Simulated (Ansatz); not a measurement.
Ansatz (a quantum-chemistry and plane-wave program) input (B3LYP-D3(BJ)/def2-TZVP):

Ansatz 0.2 input:
```yaml
crystal:
  periodic: [false, false, false]
  atoms:
    - {symbol: C, position_ang: [-1.28045901, -0.26489045, 1.30479839]}
    - {symbol: C, position_ang: [-0.69012700, -0.30788237, -0.04577480]}
    - {symbol: C, position_ang: [-0.91933231, 1.00976336, -0.78755142]}
    - {symbol: C, position_ang: [-1.31146201, -1.46720571, -0.84862648]}
    - {symbol: C, position_ang: [0.84394751, -0.58430193, 0.05097090]}
    - {symbol: C, position_ang: [1.56423886, 0.49140961, 0.79135968]}
    - {symbol: C, position_ang: [2.52831899, 1.23477276, 0.28091988]}
    - {symbol: H, position_ang: [-1.65978275, 0.64653801, 1.72071926]}
    - {symbol: H, position_ang: [-1.29916853, -1.14986773, 1.91114946]}
    - {symbol: H, position_ang: [-1.98474245, 1.20024853, -0.89589467]}
    - {symbol: H, position_ang: [-0.47124242, 1.83664953, -0.24195942]}
    - {symbol: H, position_ang: [-0.47309766, 0.97228055, -1.77882008]}
    - {symbol: H, position_ang: [-2.38236220, -1.31271423, -0.95851544]}
    - {symbol: H, position_ang: [-1.15047241, -2.41502931, -0.34082005]}
    - {symbol: H, position_ang: [-0.86583723, -1.52308022, -1.83933866]}
    - {symbol: H, position_ang: [0.98247663, -1.53379235, 0.57448672]}
    - {symbol: H, position_ang: [1.25100917, -0.68210927, -0.95700333]}
    - {symbol: H, position_ang: [1.23707292, 0.64214219, 1.81245142]}
    - {symbol: H, position_ang: [3.02569973, 2.00026623, 0.85204942]}
    - {symbol: H, position_ang: [2.86779651, 1.10304778, -0.73399034]}
basis:
  gaussian:
    orbitals: def2-TZVP
hamiltonian:
  xc: b3lyp
  dispersion: d3bj
magnetization: {spin_polarized: true, initial_magnetization: 1}
relax: {f_tol: 0.002, max_steps: 150}
```

End of the output:

```
mean field -7472.14866483 eV, -274.5963986281 hartree, gradient 2.2e-5 eV, S^2 0.753946; 0 other end points of the search recorded, 0 dependent functions left out
the calculation of the forces begins
reference -7472.14900166 eV, -274.5964110066 hartree; 28, 27 occupied and 267, 268 virtual orbitals, 1832 factors
relax step  17: F+E_penalty+E_count = -7472.97542348 eV  Δ(F+E_penalty+E_count) = -2.846e-6 eV  max|allowed force component| = 2.316e-3 eV/Å  Δτ_max = 0.0020 Å  (37 SCF iters, accepted)
these checks for a lower state are left out or cut short: starts, cluster_reference, orbital_swaps, neighbouring_geometries, increment
integrals: 0.29 GiB planned
1832 factors; their error is unknown
0.41 GiB of the device are held for the grids
2.03 GiB of device memory are held for the factors and their scratch space
mean field: 2.55 GiB planned
mean field -7472.14865679 eV, -274.5963983329 hartree, gradient 2.2e-5 eV, S^2 0.753945; 0 other end points of the search recorded, 0 dependent functions left out
the calculation of the forces begins
reference -7472.14899360 eV, -274.5964107104 hartree; 28, 27 occupied and 267, 268 virtual orbitals, 1832 factors
relax step  18: F+E_penalty+E_count = -7472.97542384 eV  Δ(F+E_penalty+E_count) = -3.561e-7 eV  max|allowed force component| = 1.976e-3 eV/Å  Δτ_max = 0.0016 Å  (37 SCF iters, accepted)
integrals: 0.29 GiB planned
1832 factors; their error is unknown
0.41 GiB of the device are held for the grids
2.03 GiB of device memory are held for the factors and their scratch space
mean field: 2.55 GiB planned
mean field evaluation 160: about -7472.1487 eV, gradient 9.7e-4 eV
mean field -7472.14865679 eV, -274.5963983329 hartree, gradient 2.2e-5 eV, S^2 0.753945; 1 other end points of the search recorded, 0 dependent functions left out
the calculation of the forces begins
reference -7472.14899360 eV, -274.5964107104 hartree; 28, 27 occupied and 267, 268 virtual orbitals, 1832 factors
Total energy: -7472.97576065 eV, -274.6267938388 hartree
Atom 0 at    -1.309421    -0.256017     1.307457 Å, force     0.000873    -0.001757    -0.001311 eV/Å
Atom 1 at    -0.700393    -0.306039    -0.054898 Å, force    -0.001585     0.000444     0.001100 eV/Å
Atom 2 at    -0.954441     1.006421    -0.805642 Å, force     0.000111    -0.000163    -0.000467 eV/Å
Atom 3 at    -1.305920    -1.479359    -0.845507 Å, force    -0.000060    -0.000891     0.000016 eV/Å
Atom 4 at     0.839054    -0.561028     0.053389 Å, force     0.000457     0.000571    -0.000835 eV/Å
Atom 5 at     1.595014     0.488109     0.803121 Å, force    -0.000986    -0.000291    -0.000156 eV/Å
Atom 6 at     2.564052     1.237905     0.293950 Å, force    -0.000935     0.000718    -0.001956 eV/Å
Atom 7 at    -1.547924     0.683574     1.786322 Å, force    -0.000141     0.001976     0.000323 eV/Å
Atom 8 at    -1.426988    -1.164496     1.884701 Å, force    -0.000072    -0.000398     0.000286 eV/Å
Atom 9 at    -2.025489     1.174683    -0.931156 Å, force    -0.000023    -0.000288     0.000218 eV/Å
Atom 10 at    -0.534080     1.856421    -0.267377 Å, force     0.000112     0.000398     0.000178 eV/Å
Atom 11 at    -0.495680     0.980007    -1.796510 Å, force    -0.000157    -0.000030    -0.000044 eV/Å
Atom 12 at    -2.381550    -1.346757    -0.971056 Å, force     0.000046     0.000155    -0.000042 eV/Å
Atom 13 at    -1.139632    -2.426547    -0.328051 Å, force     0.000053     0.000152    -0.000376 eV/Å
Atom 14 at    -0.852300    -1.550972    -1.836792 Å, force     0.000035     0.000192     0.000104 eV/Å
Atom 15 at     0.978611    -1.528623     0.547421 Å, force    -0.000241     0.000013     0.000783 eV/Å
Atom 16 at     1.243720    -0.655722    -0.958653 Å, force    -0.000014     0.000367    -0.000016 eV/Å
Atom 17 at     1.307093     0.631097     1.841157 Å, force     0.001408    -0.000684     0.000355 eV/Å
Atom 18 at     3.080190     1.981874     0.887304 Å, force    -0.000275     0.000510     0.000892 eV/Å
Atom 19 at     2.878558     1.131714    -0.738569 Å, force     0.001393    -0.000994     0.000947 eV/Å
Dipole moment:    -0.024478    -0.040101    -0.025510 e Å
```

It need not be the lowest isomer of its formula.
